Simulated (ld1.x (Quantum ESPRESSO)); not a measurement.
What one change does to a pseudopotential (copper, RRKJ)

```json
{
  "Element": "Cu (Z = 29)",
  "Generator": "ld1.x (Quantum ESPRESSO) 7.5",
  "Type": "norm-conserving RRKJ (Kleinman–Bylander form)",
  "Functional": "PBEsol",
  "Relativity": "scalar-relativistic",
  "Frozen core": "[Ar]",
  "Valence charge": "11",
  "Reference configuration": "3d10 4s1 4p0",
  "Partial waves": "4p (bound, empty): rc 2.15 bohr; 3d (bound): rc 1.15 bohr; 4s (bound): rc 2.10 bohr",
  "Local potential": "the s channel",
  "Core correction": "Bessel-smoothed model core inside 0.90 bohr"
}
```

Change: all radii but the core radius scaled by about 1.23 (s 2.58, p 2.64, d 1.42 bohr).

Cutoffs: the cutoffs (Ry, on a coarse ladder) from which the occupation-weighted sum of valence levels, in a spherical-Bessel basis at the reference potential, stays within 10 and 1 mRy of its value at 400 Ry; they do not see the model core or the augmentation charge, which bear on the density cutoff. Errors are all-electron minus pseudo energies relative to the spin-unpolarised reference configuration.

Q: What does the change do?

A: The potential gets softer (140 Ry and 200 Ry → 90 Ry and 140 Ry); the number of tests that count goes from 7 to 0; neither file shows a bound ghost at the reference potential, the only one tested. A larger radius leaves more room for a smooth pseudo-wave, so fewer plane waves are needed.

```csv
quantity,base,changed
"cutoff, loose",140 Ry,90 Ry
"cutoff, tight",200 Ry,140 Ry
loose cutoff by channel (10 mRy a level),"d 120 Ry, s 8 Ry","d 80 Ry, s 6 Ry"
bound ghosts,none,none
"tests counted (converged, no solver errors)",7 of 7,0 of 7
```

Changed file: Tests not counted: all (the test run did not reproduce the reference configuration, from which every error is measured).
